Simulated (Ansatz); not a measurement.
# Energy profile

The step: BSiH₃Cl₂ ([SiH3][B]([Cl])[Cl]) + H₂ → BHCl₂ ([Cl][BH][Cl]) + SiH₄; bonds formed: B1–H6, Si2–H5; bonds broken: B1–Si2, H5–H6 (atoms numbered as in the saddle structure below).

```xyz
9
angstrom
B -0.6156 -0.1404 -0.7437
Si 0.8396 0.1804 0.7561
Cl -0.1770 -1.6945 -1.5425
Cl -0.7211 1.3992 -1.6735
H -1.1135 -0.1792 0.4119
H -1.8270 -0.3348 -0.3007
H 2.0228 0.3456 -0.1189
H 0.5872 1.4095 1.5503
H 1.0044 -0.9857 1.6610
```

Electronic energies by CCSD(T) at an estimated basis limit (MP2 extrapolated from triple and quadruple zeta, plus CCSD(T) − MP2 in triple zeta), on PBE0-D4/def2-TZVP structures; BSiH$_{5}$Cl$_{2}$, singlet; no counterpoise correction. Ansatz 0.2.0; basis: def2-TZVPP and def2-QZVPP; cores frozen in the correlated methods. Extrapolation: Hartree–Fock as exp(−7.88 √X), correlation as X^−2.97.

Give the profile in kcal/mol, counted from the separated reactants. (To be estimated.)

By the calculation:
```json
{"point": "separated: BSiH$_{3}$Cl$_{2}$ (linked as [SiH3][B]([Cl])[Cl]; B1, Si2, Cl3, Cl4, H7, H8, H9; singlet) + H$_{2}$ (H5, H6; singlet)", "kcal/mol": "0.00"}
{"point": "start structure", "kcal/mol": "-0.84"}
{"point": "saddle", "kcal/mol": "22.20"}
{"point": "end structure", "kcal/mol": "-10.15"}
{"point": "separated: BHCl$_{2}$ (linked as [Cl][BH][Cl]; B1, Cl3, Cl4, H6; singlet) + SiH$_{4}$ (Si2, H5, H7, H8, H9; singlet)", "kcal/mol": "-8.68"}
```

T1 diagnostic: at most 0.014. The end structure is not quite a true minimum (one mode of 30i cm⁻¹).

For scale, one of the runs: CCSD(T)/def2-TZVPP, 227 basis functions (an equivalent command: `ansatz run in.yaml --threads 4`). Time: 74 s of wall clock on 4 CPU threads; the host was shared. Peak host memory: 3.4 GiB.
